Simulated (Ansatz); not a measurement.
Abridged output of a molecular run in Ansatz:

```
Functional definition: HF
1684 factors; integrals over basis functions are off by at most 1.5e-3 eV
mean field evaluation 1: about -24081.1071 eV, gradient 5.8e1 eV
mean field evaluation 2: about -24081.3940 eV, gradient 5.8e1 eV
mean field evaluation 4: about -24088.0351 eV, gradient 5.9e0 eV
mean field evaluation 8: about -24088.1399 eV, gradient 3.3e-1 eV
mean field -24088.14032687 eV, -885.2228294847 hartree, gradient 2.0e-6 eV, S^2 0.000000; 0 other end points of the search recorded, 0 dependent functions left out
12 core orbitals not correlated: weight in the atoms' cores, before any rotation towards them, 1.000 or more for the frozen orbitals, at most 0.000 for the correlated occupied ones
reference -24088.14032687 eV, -885.2228294847 hartree; 35, 35 occupied and 126, 126 virtual orbitals, 1684 factors
second order -51.91228407 eV of doubles, -0.00000000 eV of singles
cycle   1  -51.58211176 eV  change    3.3e-1 eV  update   1.6e-1
cycle   2  -52.65232659 eV  change    -1.1e0 eV  update   4.8e-2
cycle   3  -52.94487108 eV  change   -2.9e-1 eV  update   2.3e-2
cycle   4  -52.93670737 eV  change    8.2e-3 eV  update   4.8e-3
cycle   5  -52.93060816 eV  change    6.1e-3 eV  update   2.2e-3
cycle   6  -52.93222962 eV  change   -1.6e-3 eV  update   6.5e-4
cycle   7  -52.93215581 eV  change    7.4e-5 eV  update   2.3e-4
cycle   8  -52.93185073 eV  change    3.1e-4 eV  update   7.9e-5
cycle   9  -52.93182281 eV  change    2.8e-5 eV  update   2.8e-5
perturbative correction -1.31417850 eV, -0.0482951692 hartree
Total energy: -24142.38632818 eV, -887.2163332636 hartree
```

Its atoms:

```xyz
13

F     0.7092   -1.9512    1.6596
C     0.2809   -1.0382    0.8237
C    -0.7261   -1.1432   -0.0340
F    -1.5016   -2.1817   -0.2235
C    -0.9304    0.1127   -0.8150
F    -1.0343   -0.1415   -2.1391
F    -2.0575    0.7530   -0.4510
C     0.3236    0.9498   -0.4961
F     0.0365    2.2579   -0.3192
C     0.9273    0.3064    0.7674
F     0.6644    1.0368    1.8674
F     2.2727    0.2033    0.6777
H     1.0353    0.8359   -1.3177
```

Q: Which basis set was used?
A. cc-pV(T+d)Z
B. def2-SVPD
C. def2-TZVPP
D. def2-SVP

A: D. It gives 173 functions.

Q: Write the keys of the input that set method, charge and spin (a neutral closed shell needs none for the last two).

A: 
```yaml
correlation: {method: ccsd_t}
```
